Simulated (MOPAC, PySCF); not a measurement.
H4B2, SMILES `BB` (H–B–B–H torsion 90°), neutral singlet in the gas phase. 

Cartesian coordinates (Å):
```xyz
6

B      0.8177     0.0099     0.0228
B     -0.8187    -0.0095    -0.0228
H      1.4764    -0.7000    -0.6751
H      1.4191     0.7349     0.7558
H     -1.4604    -0.7328     0.6772
H     -1.4372     0.6990    -0.7579
```
Charge 0, multiplicity 1.

All levels are single points at this geometry (M06-2X/def2-TZVP); Pople sets use spherical d functions. Orbital energies aren't observables, and empty levels follow the basis.

PBE-D3(BJ)/def2-TZVP in PySCF gives gap (eV) = 4.56.

Problem. Estimate the gap (eV) from each of these levels: B3LYP-D3(BJ)/def2-TZVP in PySCF; M06-2X/def2-TZVP in PySCF; B3LYP/6-311+G** in PySCF; M06-2X/6-31G* in PySCF; PBE/6-31G* in PySCF; SVWN5/6-31G* in PySCF; HF/6-31G* in PySCF; PM7 in MOPAC.

Solution. 
```
level                            gap (eV)
-------------------------------  --------
B3LYP-D3(BJ)/def2-TZVP in PySCF      6.53
M06-2X/def2-TZVP in PySCF            9.12
B3LYP/6-311+G** in PySCF             6.53
M06-2X/6-31G* in PySCF               9.41
PBE/6-31G* in PySCF                  4.66
SVWN5/6-31G* in PySCF                4.42
HF/6-31G* in PySCF                  14.47
PM7 in MOPAC                        10.03
```
